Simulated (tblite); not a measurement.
C6H5NP2.
InChI=1S/C6H5NP2/c1-5-3-8-6(2-7)9-4-5/h3-4H,1H3

Calculated harmonic vibrations of the isolated species, GFN2-xTB (tblite), most abundant isotopes, no scaling. This tight-binding method is rough: wavenumbers can miss measured ones by several per cent, in bad cases by 10 to 20.

Harmonic wavenumbers (cm⁻¹): 26.1, 61.5, 122.9, 189.4, 192.8, 280.7, 292.3, 329.7, 387.1, 499.4, 510.4, 543.3, 556.3, 573.0, 778.2, 824.0, 829.2, 875.5, 985.5, 1020.2, 1042.2, 1060.4, 1129.3, 1185.4, 1276.8, 1402.0, 1441.6, 1454.4, 1481.5, 1482.3, 2337.9, 2997.1, 3023.2, 3025.2, 3038.4, 3039.0.

A = 2468, B = 881.5, C = 652.2 MHz; mass 152.990 u (most abundant isotopes); point group Cs, symmetry number 1.

Task: What is the zero-point energy?

Result: Half the sum of the wavenumbers: 20147 cm⁻¹ = 241.01 kJ/mol.

Task: Give the ideal-gas entropy at 400 K and 1 bar in the rigid-rotor, harmonic-oscillator model (classical rotation).

Result: Translation 177.70, rotation 128.37, vibration 152.21: S = 458.3 J/(mol K).

Task: And Cp and H(400 K) − H(0)?

Result: Cp = 175.94 J/(mol K), of which vibrations give 142.68 (their classical limit is 36 R = 299.3); H(400 K) − H(0) = 43.72 kJ/mol without the zero-point energy, 30.41 from vibrations.

Task: Blend soft modes into free rotors: weight 1/[1 + (100 cm⁻¹/ν̃)⁴] for the oscillator and the rest for a rotor with moment μB/(μ + B), μ = h/(8π²ν), B = 10⁻⁴⁴ kg m². What vibrational entropy results?

Result: 137.04 J/(mol K) in place of 152.21, which changes −T·S at 400 K by +6.07 kJ/mol.

Task: How do the functions run with temperature in this model?

Result: 
```tsv
T (K)	S (J/(mol K))	Cp (J/(mol K))	H − H(0) (kJ/mol)	G − H(0) (kJ/mol)	ln q(vib)
150	330.6	93.2	9.50	-40.10	3.26
250	386.9	129.5	20.66	-76.06	5.66
298.15	411.1	145.7	27.29	-95.28	6.80
600	538.5	219.2	83.56	-239.52	13.58
900	635.4	258.1	155.71	-416.19	19.56
```

q(vib) and H(0) count from the zero-point level.

Task: What must be added to the electronic energy to get the Gibbs energy at 400 K and 1 bar?

Result: ZPE + [H(400 K) − H(0)] − T·S = 241.01 + 43.72 − 183.31 = 101.42 kJ/mol.

Task: Which modes carry the vibrational entropy at 400 K?

Result: 26.1 cm⁻¹: 27.99; 61.5 cm⁻¹: 20.87; 122.9 cm⁻¹: 15.17; 189.4 cm⁻¹: 11.66; 192.8 cm⁻¹: 11.52; 280.7 cm⁻¹: 8.58 J/(mol K); the other 30 give 56.41 together.

Hindered rotation and anharmonicity are outside this model.
